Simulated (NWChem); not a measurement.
Program: NWChem. System: B$_{2}$Cl$_{3}$, charge 1, spin multiplicity 1, at the geometry of a parent with another charge or spin, in a state set for the comparison that need not be this species' ground state. Level: MP2/def2-TZVP, 17 core orbitals frozen.

Part of the output:

```
             Northwest Computational Chemistry Package (NWChem) 7.3.0
             --------------------------------------------------------

                                NWChem Input Module
                                -------------------

 Scaling coordinates for geometry "geometry" by  1.889725989
 (inverse scale =  0.529177249)

 Turning off AUTOSYM since
 SYMMETRY directive was detected!

                             Geometry "geometry" -> ""
                             -------------------------

 Output coordinates in angstroms (scale by  1.889725989 to convert to a.u.)

  No.       Tag          Charge          X              Y              Z
 ---- ---------------- ---------- -------------- -------------- --------------
    1 Cl                  17.0000     0.00000000     0.00000000     2.72399200
    2 B                    5.0000     0.00000000     0.00000000     1.04071500
    3 B                    5.0000     0.00000000     0.00000000    -0.55893800
    4 Cl                  17.0000     1.53369200     0.00000000    -1.43284600
    5 Cl                  17.0000    -1.53369200     0.00000000    -1.43284600

 Effective nuclear repulsion energy (a.u.)     249.4554536963

            Nuclear Dipole moment (a.u.)
            ----------------------------
        X                 Y               Z
 ---------------- ---------------- ----------------
     0.0000000000     0.0000000000    -0.0000283459

      Symmetry information
      --------------------

 Group name             C2v
 Group number             16
 Group order               4
 No. of unique centers     4

      Symmetry unique atoms

     1    2    3    4


 Summary of "ao basis" -> "" (spherical)
 ------------------------------------------------------------------------------
       Tag                 Description            Shells   Functions and Types
 ---------------- ------------------------------  ------  ---------------------
 *                         def2-tzvp                  on all atoms

 Summary of "ao basis" -> "ao basis" (spherical)
 ------------------------------------------------------------------------------
       Tag                 Description            Shells   Functions and Types
 ---------------- ------------------------------  ------  ---------------------
 Cl                        def2-tzvp                13       37   5s5p2d1f
 B                         def2-tzvp                11       31   5s3p2d1f

                                 NWChem SCF Module
                                 -----------------

  ao basis        = "ao basis"
  functions       =   173
  atoms           =     5
  closed shells   =    30
  open shells     =     0
  charge          =   1.00
  wavefunction    = RHF
  use symmetry    = T
  symmetry adapt  = T

 Summary of "ao basis" -> "ao basis" (spherical)
 ------------------------------------------------------------------------------
       Tag                 Description            Shells   Functions and Types
 ---------------- ------------------------------  ------  ---------------------
 Cl                        def2-tzvp                13       37   5s5p2d1f
 B                         def2-tzvp                11       31   5s3p2d1f

      Symmetry analysis of basis
      --------------------------

        a1         69
        a2         21
        b1         48
        b2         35

 Forming initial guess at       0.2s

      Superposition of Atomic Density Guess
      -------------------------------------

 Sum of atomic energies:       -1427.50249150

 Renormalizing density from      61.00 to     60

      Non-variational initial energy
      ------------------------------

 Total energy =   -1414.174335
 1-e energy   =   -2426.542722
 2-e energy   =     762.912934
 HOMO         =      -0.666717
 LUMO         =      -0.336028

      Symmetry analysis of molecular orbitals - initial
      -------------------------------------------------

  Numbering of irreducible representations:

     1 a1          2 a2          3 b1          4 b2

  Orbital symmetries:

     1 a1          2 b1          3 a1          4 a1          5 b1
     6 a1          7 a1          8 b1          9 a1         10 b1
    11 b2         12 a2         13 a1         14 b1         15 b2
[...]
   Bfn.  Coefficient  Atom+Function         Bfn.  Coefficient  Atom+Function
  ----- ------------  ---------------      ----- ------------  ---------------
   115      0.393832  4 Cl py               152     -0.393832  5 Cl py
   118      0.231976  4 Cl py               155     -0.231976  5 Cl py
   112      0.180491  4 Cl py               149     -0.180491  5 Cl py

 Vector   30  Occ=2.000000D+00  E=-6.427300D-01  Symmetry=b1
              MO Center= -8.4D-14, -6.6D-16, -1.3D+00, r^2= 3.6D+00
   Bfn.  Coefficient  Atom+Function         Bfn.  Coefficient  Atom+Function
  ----- ------------  ---------------      ----- ------------  ---------------
   114      0.287258  4 Cl px               151      0.287258  5 Cl px
   116      0.281857  4 Cl pz               153     -0.281857  5 Cl pz
   119      0.174298  4 Cl pz               156     -0.174298  5 Cl pz
   117      0.155985  4 Cl px               154      0.155985  5 Cl px

 Vector   31  Occ=0.000000D+00  E=-2.370384D-01  Symmetry=b2
              MO Center=  1.5D-15,  2.4D-13,  5.5D-01, r^2= 3.2D+00
   Bfn.  Coefficient  Atom+Function         Bfn.  Coefficient  Atom+Function
  ----- ------------  ---------------      ----- ------------  ---------------
    47      0.358554  2 B  py                44      0.293904  2 B  py
    19     -0.242646  1 Cl py                50      0.236963  2 B  py
    78      0.226232  3 B  py                75      0.180285  3 B  py
    16     -0.170196  1 Cl py               118     -0.155523  4 Cl py
   155     -0.155523  5 Cl py

 Vector   32  Occ=0.000000D+00  E=-1.873713D-01  Symmetry=b1
              MO Center= -5.1D-14,  1.0D-16,  1.0D+00, r^2= 3.0D+00
   Bfn.  Coefficient  Atom+Function         Bfn.  Coefficient  Atom+Function
  ----- ------------  ---------------      ----- ------------  ---------------
    46      0.455197  2 B  px                43      0.361703  2 B  px
    49      0.350941  2 B  px                18     -0.317148  1 Cl px
    15     -0.193194  1 Cl px

 Vector   33  Occ=0.000000D+00  E=-7.648573D-02  Symmetry=a1
              MO Center= -2.7D-14, -5.6D-16,  1.4D+00, r^2= 5.9D+00
   Bfn.  Coefficient  Atom+Function         Bfn.  Coefficient  Atom+Function
  ----- ------------  ---------------      ----- ------------  ---------------
    42      1.994066  2 B  s                 72     -1.246250  3 B  s
     5     -1.046609  1 Cl s                 41      0.461235  2 B  s
    79     -0.453016  3 B  pz                20      0.438053  1 Cl pz
    59      0.281440  2 B  d  0              17      0.229839  1 Cl pz
    82     -0.211424  3 B  pz

 center of mass
 --------------
 x =   0.00000000 y =   0.00000000 z =   0.00519529

 moments of inertia (a.u.)
 ------------------
        1494.209924948665           0.000000000000           0.000000000000
           0.000000000000        2081.679421992861           0.000000000000
           0.000000000000           0.000000000000         587.469497044196

  Mulliken analysis of the total density
  --------------------------------------

    Atom       Charge   Shell Charges
 -----------   ------   -------------------------------------------------------
    1 Cl  17    16.74   2.01  0.45  1.52  1.12  0.82  4.18  1.69  1.06  2.79  1.05  0.02  0.03  0.00
    2 B    5     4.65   0.92  1.06  0.60  0.57  0.00  0.68  0.65 -0.04  0.03  0.15  0.02
    3 B    5     4.67   0.91  1.07  0.49  0.07  0.09  0.86  0.90 -0.03  0.06  0.23  0.02
    4 Cl  17    16.97   2.01  0.45  1.52  1.10  0.84  4.18  1.69  1.07  2.82  1.25  0.01  0.03  0.00
    5 Cl  17    16.97   2.01  0.45  1.52  1.10  0.84  4.18  1.69  1.07  2.82  1.25  0.01  0.03  0.00

       Multipole analysis of the density wrt the origin
       ------------------------------------------------

     L   x y z        total         open         nuclear
     -   - - -        -----         ----         -------
     0   0 0 0      1.000000      0.000000     61.000000

     1   1 0 0     -0.000000      0.000000      0.000000
     1   0 1 0      0.000000      0.000000      0.000000
     1   0 0 1      1.906349      0.000000     -0.000028

     2   2 0 0    -31.806267      0.000000    285.596508
     2   1 1 0     -0.000000      0.000000      0.000000
     2   1 0 1     -0.000000      0.000000      0.000000
     2   0 2 0    -32.970589      0.000000      0.000000
     2   0 1 1     -0.000000      0.000000      0.000000
     2   0 0 2    -21.100270      0.000000    724.652399

                   NWChem MP2 Semi-direct Energy/Gradient Module
                   ---------------------------------------------

  Basis functions       =    173
  Molecular orbitals    =    173
  Frozen core           =     17
  Frozen virtuals       =      0
  Active alpha occupied =     13
  Active beta occupied  =     13
  Active alpha virtual  =    143
  Active beta virtual   =    143
  Use MO symmetry       = T
  Use skeleton AO sym   = T

  AO/Fock/Back tols     =   1.0D-09  1.0D-09  1.0D-09

 GA uses MA = F    GA memory limited = T

 Available:
  local mem=  1.26D+08
 global mem=  1.44D+08
 local disk=  0.00D+00
  mp2_memr nvloc                   143
  nvloc new                   143
   1 passes of  13:        5242880                     153967                  86908865.
   1 passes of  13: M    126148172           G      144119342           F     120905292.

 Semi-direct pass number   1 of   1  for RHF alpha+beta  at       11.7s
  vrange nnbf                 13742
  mp2_eaftype                   331  avail_ma_in_mb                  1099
 EAF : mp2_eaftype filesize         331   43454433.
  mp2_eaf for mointskh                    331
Node 0 wrote    204.4 Mb in      0.4 s     Agg I/O rate:   548.0 Mb/s
 Done moints_semi at       33.1s
  mp2_eaftype                   331  avail_ma_in_mb                   768
 EAF : mp2_eaftype filesize         331   43454433.
  mp2_eaf for kh                   331
 Done maket at       34.2s
 Done multipass loop at       34.2s

          -------------------------------------------
          SCF energy               -1427.702589010433
          Correlation energy          -0.711608767033
          Singlet pairs               -0.441241848962
          Triplet pairs               -0.270366918072
          Total MP2 energy         -1428.414197777466
          -------------------------------------------

          ---------------------------------------------------
                    Spin Component Scaled (SCS) MP2
          Same spin pairs                     -0.180244612048
          Same spin scaling factor             0.333333333333
          Opposite spin pairs                 -0.531364154986
          Opposite spin scaling fact.          1.200000000000
          SCS-MP2 correlation energy          -0.697718523332
          Total SCS-MP2 energy             -1428.400307533765
          ---------------------------------------------------

 -----------------------
 Performance information
 -----------------------

 Timer overhead =  1.36D-07 seconds/call

               Nr. of calls         CPU time (s)                 Wall time (s)                GFlops
             ---------------    -------------------     ------------------------------   -------------------
Name         Min   Avg   Max    Min     Avg     Max     Min     Avg     Max   Mx/calls   Min     Max     Sum
mp2: moin     1     1     1    21.     21.     21.      21.     21.     21.     21.      0.0     0.0     0.0
mp2: make     1     1     1    1.1     1.1     1.1      1.1     1.1     1.1     1.1      0.0     0.0     0.0
mp2: tota     1     1     1    23.     23.     23.      23.     23.     23.     23.      0.0     0.0     0.0

 The average no. of pstat calls per process was 3.00D+00
 with a timing overhead of 4.08D-07s

 Task  times  cpu:       34.2s     wall:       34.2s

 Total times  cpu:       34.2s     wall:       34.2s
```

Q: Write an NWChem input that would produce this output.

A: This is not unique; one that fits is 
```
start mol
memory heap 200 mb stack 900 mb global 1100 mb
charge 1
geometry units angstroms nocenter noautoz
  Cl     0.000000     0.000000     2.723992
  B      0.000000     0.000000     1.040715
  B      0.000000     0.000000    -0.558938
  Cl     1.533692     0.000000    -1.432846
  Cl    -1.533692     0.000000    -1.432846
  symmetry group C2v
end
basis spherical
  * library def2-tzvp
end
scf
  rhf
  nopen 0
  maxiter 100
  thresh 1e-7
  semidirect memsize 60000000 filesize 0
end
mp2
  freeze core 17
end
task mp2 energy
```
